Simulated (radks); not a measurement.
Values are calculated unless marked as measured or tabulated.
Q: Cr3+, configuration [Ar] 4s1 4p2 (not the ground configuration). Code: a radial shooting solver on a logarithmic mesh with Libxc functionals. Model: scalar-relativistic Kohn-Sham, PBE, spin-polarised, spherical densities, point nucleus; open shells are filled with parallel spins first. Some entries of the table are withheld. Estimate them.

orbital  occ.  eigenvalue (eV)  r(max) (bohr)  <1/r> (bohr^-1)
1s up       1        -5951.469        0.04161            23.88
1s down     1        -5951.219        0.04161            23.88
2s up       1        -742.7772         0.2436            5.051
2s down     1        -742.5600         0.2436            5.051
2p up       3        -635.9562         0.1980            4.949
2p down     3        -635.6848         0.1980            4.949
3s up       1        -139.5627         0.7568            1.660
3s down     1        -138.9900         0.7577            1.660
3p up       3        -109.7113            (1)              (2)
3p down     3        -109.1002            (3)              (4)
4s up       1         -38.9517            (5)           0.6249
4s down     0         -35.3243            (6)           0.6458
4p up       2         -31.2752          2.160           0.5662

A: 
(1) 3p up r(max) (bohr): 0.7667
(2) 3p up <1/r> (bohr^-1): 1.551
(3) 3p down r(max) (bohr): 0.7677
(4) 3p down <1/r> (bohr^-1): 1.552
(5) 4s up r(max) (bohr): 1.983
(6) 4s down r(max) (bohr): 1.937
